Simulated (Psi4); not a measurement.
Two rigid molecules brought together: H4Ge ··· COS (SMILES [GeH4] and O=C=S). Monomers: optimised at B3LYP-D3(BJ) (def2-TZVP), held rigid. Orientation: a higher rigid-body minimum at GFN2-xTB. R is the distance of the centres of mass, along which the second monomer moves.

Geometry at R = 4.40 Å (first 5 atoms: monomer A):
```
8

Ge     0.0000     0.0000     0.0000
H     -0.8646    -0.6263    -1.1041
H      0.2608     1.4771    -0.3300
H      1.3381    -0.7487     0.0890
H     -0.7343    -0.1021     1.3451
O      2.1513     0.8274    -2.0183
C      3.2591     1.1404    -1.9187
S      4.7569     1.5635    -1.7840
```

Levels of theory: PBE/def2-TZVP, counterpoise-corrected (Psi4); PBE-D3(BJ)/def2-TZVP, counterpoise-corrected (Psi4); SAPT0/jun-cc-pVDZ, frozen core (Psi4).

Interaction energies in kJ/mol; the last columns give the difference from SAPT0:

```tsv
R / Å	PBE/def2-TZVP	PBE-D3(BJ)/def2-TZVP	SAPT0/jun-cc-pVDZ	PBE/def2-TZVP − SAPT0/jun-cc-pVDZ	PBE-D3(BJ)/def2-TZVP − SAPT0/jun-cc-pVDZ
3.83	48.28	42.22	45.22	3.06	-3.00
4.03	25.78	20.35	22.50	3.28	-2.15
4.23	12.85	8.07	9.80	3.06	-1.73
4.40	6.52	2.27	3.82	2.69	-1.55
4.59	2.51	-1.16	0.27	2.24	-1.43
4.80	0.31	-2.77	-1.47	1.78	-1.30
5.14	-0.85	-3.11	-2.07	1.22	-1.04
5.41	-0.92	-2.64	-1.83	0.91	-0.81
5.87	-0.61	-1.67	-1.21	0.60	-0.46
6.62	-0.20	-0.68	-0.56	0.36	-0.12
7.60	-0.03	-0.22	-0.22	0.19	0.00
8.88	-0.01	-0.07	-0.08	0.07	0.01
```

PBE/def2-TZVP is furthest from SAPT0/jun-cc-pVDZ at 4.03 (3.28 kJ/mol, above); its mean absolute difference over the points is 1.62 kJ/mol.

PBE-D3(BJ)/def2-TZVP is furthest from SAPT0/jun-cc-pVDZ at 3.83 (-3.00 kJ/mol, below); its mean absolute difference over the points is 1.13 kJ/mol.
